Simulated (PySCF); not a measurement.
All values below come from TPSSh-D3(BJ)/def2-TZVP // r2SCAN-D4/def2-SVP (PySCF). Isolated molecules, 0 K electronic values unless said otherwise. 

Reference species: [Y(Cl)3] (neutral, multiplicity 1).

| Quantity | Value |
|---|---|
| coordination number | 3 |
| mean distance from the central atom to its bonded neighbours | 2.443 Å |
| charge on the central atom (Mulliken) | 1.30 e |
| HOMO | -8.39 eV |

After one change: the coordination number stays essentially unchanged; the mean distance from the central atom to its bonded neighbours falls by 0.294 Å; the charge on the central atom (Mulliken) goes up by 0.18 e; the HOMO rises by 0.21 eV.

### Question
What was changed between the two runs? The new species is one of these.
A. [Y(Cl)2(F)]
B. [Y(Cl)(F)2]
C. [Y(F)3]

### Answer
B, [Y(Cl)(F)2]
